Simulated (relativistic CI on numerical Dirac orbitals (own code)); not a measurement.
# Pd²⁺: 4d valence photoemission

Computed with this model: Dirac-Coulomb-Breit CI, orbitals from a KLI potential per configuration, a model potential for QED, valence Slater integrals scaled by 0.8, multiplet model of photoemission in the sudden approximation; configurations [Kr] 4d8 → [Kr] 4d7; 300 K; Lorentzian 0.42 eV and Gaussian 0.5 eV FWHM. Energies are those of the free ion, without screening or charge transfer. The energies are binding energies and can lie tens of eV above those of solids. S is read from ⟨S²⟩ = S(S + 1).

Field parameters in Wybourne normalisation: D4h B²₀ = −7Ds, B⁴₀ = 21(Dq − Dt), B⁴₄ = 21√(5/14) Dq. The field is a parameter set, without covalency.

Computed curve for D4h, 10Dq = 16850, Ds = 2100, Dt = -10 cm⁻¹, scaled to 100 at the maximum (points under 2 are left out and the grid is thinned):

(Energy (eV), Intensity): (29.7, 2.1), (29.9, 2.4), (30.1, 3.0), (30.3, 3.7), (30.5, 4.7), (30.7, 6.4), (30.9, 9.4), (31.1, 15.6), (31.3, 27.7), (31.5, 45.7), (31.7, 63.4), (31.9, 74.4), (32.1, 78.7), (32.3, 85.3), (32.5, 96.9), (32.7, 98.7), (32.9, 83.4), (33.1, 61.5), (33.3, 44.9), (33.5, 37.2), (33.6, 35.2), (33.8, 32.3), (34.0, 32.9), (34.2, 38.4), (34.4, 42.7), (34.6, 39.1), (34.8, 29.4), (35.0, 19.7), (35.2, 13.6), (35.4, 10.3), (35.6, 8.0), (35.8, 6.0), (36.0, 4.7), (36.2, 4.2), (36.4, 4.0), (36.6, 3.8), (36.8, 3.4), (37.0, 2.8), (37.2, 2.4), (37.4, 2.0)

The ground state has S = 1.00, and the centroid lies at 32.98 eV.
